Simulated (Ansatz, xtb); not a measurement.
CH6InO−: which of two structures lies lower

Structure I is a singlet given by its coordinates and structure II is a singlet given by its coordinates. Both are isolated ions in the gas phase, relaxed with PBE0-D3(BJ)/def2-SVPD.

I (Å):

```xyz
9

C     0.2390    0.8038    1.3541
In    0.1560   -0.6108   -0.3522
O     1.5468   -2.1434    0.1403
H     0.7601    0.0994   -1.8848
H     1.2486    1.2348    1.4527
H     0.0036    0.2812    2.2956
H    -0.4772    1.6351    1.2400
H     2.1956   -2.1989   -0.5652
H    -1.4459   -1.3810   -0.5188
```

Close contacts (Å): C1–In2 2.22, In2–O3 2.13, C1–H5 1.10, C1–H6 1.10, C1–H7 1.10, In2–H4 1.79, In2–H9 1.79, O3–H8 0.96.

II (Å):

```yaml
atoms:
  - { symbol: C, position_ang: [-2.4412, -0.4760, -0.8837] }
  - { symbol: In, position_ang: [-1.0204, -0.2272, 1.7621] }
  - { symbol: O, position_ang: [-2.6879, -0.4054, 0.4606] }
  - { symbol: H, position_ang: [-1.9150, 0.4209, -1.2952] }
  - { symbol: H, position_ang: [-1.8159, -1.3531, -1.1840] }
  - { symbol: H, position_ang: [-3.3892, -0.5653, -1.4637] }
  - { symbol: H, position_ang: [-0.1976, 1.2730, 1.2612] }
  - { symbol: H, position_ang: [-0.0291, -1.6758, 1.4502] }
  - { symbol: H, position_ang: [-1.7303, -0.1640, 3.3832] }
```

Close contacts (Å): C1–O3 1.37, In2–O3 2.12, C1–H4 1.12, C1–H5 1.12, C1–H6 1.11, In2–H7 1.78, In2–H8 1.78, In2–H9 1.77.

**Question.** Estimate which is lower in electronic energy at CCSD(T)/def2-SVPD + ΔMP2/def2-TZVPPD, and by roughly how much.

**Answer.** The CCSD(T)/def2-SVPD + ΔMP2/def2-TZVPPD calculation puts structure I lower, by 70.5 kJ/mol.

How the difference moves with the method:

```json
{"level": "GFN2-xTB", "geometry": "GFN2-xTB", "E(II) − E(I) (kJ/mol)": "−18.0", "departure from the last row (kJ/mol)": "−88.5", "job, with rough time for the two": "optimisation, 0.24 s"}
{"level": "HF/STO-3G", "geometry": "GFN2-xTB", "E(II) − E(I) (kJ/mol)": "+7.3", "departure from the last row (kJ/mol)": "−63.1", "job, with rough time for the two": "single point, 0.64 s"}
{"level": "r2SCAN-D4/def2-SVPD", "geometry": "GFN2-xTB", "E(II) − E(I) (kJ/mol)": "+53.1", "departure from the last row (kJ/mol)": "−17.4", "job, with rough time for the two": "single point, 4.6 s"}
{"level": "PBE0-D3(BJ)/def2-SVPD", "geometry": "PBE0-D3(BJ)/def2-SVPD", "E(II) − E(I) (kJ/mol)": "+53.3", "departure from the last row (kJ/mol)": "−17.1", "job, with rough time for the two": "optimisation, 2.1 min"}
{"level": "HF/def2-SVPD", "geometry": "PBE0-D3(BJ)/def2-SVPD", "E(II) − E(I) (kJ/mol)": "+42.9", "departure from the last row (kJ/mol)": "−27.5", "job, with rough time for the two": "part of the CCSD(T) run"}
{"level": "MP2/def2-SVPD", "geometry": "PBE0-D3(BJ)/def2-SVPD", "E(II) − E(I) (kJ/mol)": "+74.1", "departure from the last row (kJ/mol)": "+3.7", "job, with rough time for the two": "part of the CCSD(T) run"}
{"level": "CCSD(T)/def2-SVPD", "geometry": "PBE0-D3(BJ)/def2-SVPD", "E(II) − E(I) (kJ/mol)": "+62.9", "departure from the last row (kJ/mol)": "−7.5", "job, with rough time for the two": "single point"}
{"level": "CCSD(T)/def2-SVPD + ΔMP2/def2-TZVPPD", "geometry": "PBE0-D3(BJ)/def2-SVPD", "E(II) − E(I) (kJ/mol)": "+70.5", "departure from the last row (kJ/mol)": "", "job, with rough time for the two": "single point, 50 s"}
```

GFN2-xTB puts the two in the other order. The largest departure from CCSD(T)/def2-SVPD + ΔMP2/def2-TZVPPD is that of GFN2-xTB, 88.5 kJ/mol. The last row adds to CCSD(T) the change of the MP2 difference between the two basis sets, here +7.5 kJ/mol.

With harmonic frequencies from PBE0-D3(BJ)/def2-SVPD (ideal gas, rigid rotor, one conformer each, 298.15 K, 1 atm): on the last row, ΔE + ΔZPE = +67.4 kJ/mol. A mode under 50 cm⁻¹ makes harmonic enthalpies and free energies unreliable, so none is given.

The correlated steps freeze 6 core orbitals; the filled d shell of In is correlated, in a basis made for valence electrons. Atoms past krypton carry core potentials in the def2 sets, other sets are all-electron and non-relativistic, and no spin–orbit term is included. Programs: Ansatz 0.2.0, xtb 6.7.1; the last row on 2 threads of Arm Neoverse V1 on a shared host.
